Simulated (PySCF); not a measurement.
C2H4AlClO, SMILES [Cl][Al]([CH]=C)[OH].

Coordinates come from a r2SCAN-D4/def2-SVP optimisation. The structure was generated by enumeration; whether it is a known compound was not checked. The values are those of a single conformer.

The numbers are results of r2SCAN-D4/def2-SVP (PySCF 2.14.0), not measurements.

Frequencies are harmonic and unscaled.

Computed normal modes with their intensities:
| mode | ν (cm⁻¹) | IR (km/mol) | Raman (Å⁴/amu) | depolarisation | moving atoms (share of kinetic energy) |
|---|---|---|---|---|---|
| 1 | 67 | 0.1 | 6.5 | 0.75 | C 49 %, H 30 %, Al 12 %, Cl 8 % |
| 2 | 101 | 0.3 | 0.9 | 0.75 | C 29 %, O 23 %, H 18 %, Al 16 %, Cl 14 % |
| 3 | 185 | 22.7 | 2.3 | 0.74 | O 37 %, C 19 %, Cl 19 %, H 15 %, Al 11 % |
| 4 | 227 | 18.5 | 2.4 | 0.75 | Al 52 %, H 27 %, O 14 % |
| 5 | 288 | 3.1 | 5.7 | 0.31 | C 46 %, Cl 26 %, H 17 % |
| 6 | 358 | 138.1 | 0.7 | 0.75 | H 90 %, O 10 % |
| 7 | 462 | 51.9 | 9.1 | 0.75 | H 61 %, C 29 %, Al 10 % |
| 8 | 486 | 15.7 | 8.5 | 0.08 | Cl 30 %, O 21 %, H 18 %, Al 18 %, C 13 % |
| 9 | 555 | 207.2 | 1.4 | 0.42 | H 67 %, C 13 %, O 12 % |
| 10 | 682 | 156.3 | 4.6 | 0.07 | Al 47 %, C 31 %, H 11 % |
| 11 | 897 | 95.8 | 3.3 | 0.32 | O 45 %, Al 43 %, H 10 % |
| 12 | 996 | 29.3 | 0.2 | 0.75 | H 72 %, C 28 % |
| 13 | 996 | 14.2 | 3.3 | 0.32 | H 86 %, C 11 % |
| 14 | 1061 | 13.2 | 1.0 | 0.75 | H 93 % |
| 15 | 1267 | 0.8 | 12.3 | 0.16 | H 71 %, C 29 % |
| 16 | 1415 | 19.4 | 22.4 | 0.47 | H 80 %, C 19 % |
| 17 | 1636 | 21.3 | 9.2 | 0.05 | C 82 %, H 18 % |
| 18 | 3097 | 22.9 | 126.6 | 0.19 | H 95 % |
| 19 | 3127 | 4.8 | 141.2 | 0.32 | H 92 %, C 8 % |
| 20 | 3195 | 7.7 | 94.1 | 0.68 | H 89 %, C 11 % |
| 21 | 3947 | 116.8 | 123.9 | 0.28 | H 94 % |
